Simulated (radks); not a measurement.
The numbers below are computed, except where a source is named.
Pd3+, configuration [Ar] 3d10 4s1 4p6 4d7 4f1 (not the ground configuration). Code: a radial shooting solver on a logarithmic mesh with Libxc functionals. Model: scalar-relativistic Kohn-Sham, r2SCAN, spin-polarised, spherical densities, finite nucleus; open shells are filled with parallel spins first (spin-orbit coupling, left out, can overturn this in heavy ions); meta-GGA in the generalised Kohn-Sham scheme; Fermi nuclear charge, rms radius 4.5318 fm.

Normalised radial functions P(r) = r R(r), r in bohr:

```
   r/bohr * 4s down, o 4p down, + 4d down (the largest magnitude, 1.21, reaches the edge; | marks zero, & curves that meet)
 0.001257                             &*
  0.00169                             & *
 0.002272                             & *
 0.003055                             &  *
 0.004107                             &  *
 0.005521                             &   *
 0.007423                             +o   *
 0.009981                             +o   *
  0.01342                             + o   *
  0.01804                             + o   *
  0.02426                             +   o*
  0.03261                             + *  o
  0.04384                            *|+     o
  0.05895                       *     | +      o
  0.07925                    *        |  +     o
   0.1066                    *        |     &
   0.1433                         *   o       +
   0.1926                     o       |     *    +
    0.259                o            |          +  *
   0.3482                  o          |      +    *
   0.4681                           & |o
   0.6293         *       +           |                o
   0.8461  *      +                   |                        o
    1.138        &                    |                     o
    1.529            +      *         |            o
    2.056                   +      *  |    o
    2.765                         +   *o
    3.717                            +&
    4.997                             &
    6.719                             &
    9.033                             &
    12.14                             &
```

4s down (empty): eigenvalue -135.54 eV, 3 radial nodes at r = 0.0401, 0.161, 0.450 bohr, <r> = 0.933 bohr, 90 % of the charge inside 1.35 bohr. 4p down: eigenvalue -99.697 eV, 2 radial nodes at r = 0.143, 0.456 bohr, <r> = 1.01 bohr, 90 % of the charge inside 1.49 bohr. 4d down: eigenvalue -47.346 eV, 1 radial node at r = 0.444 bohr, <r> = 1.25 bohr, 90 % of the charge inside 1.93 bohr.
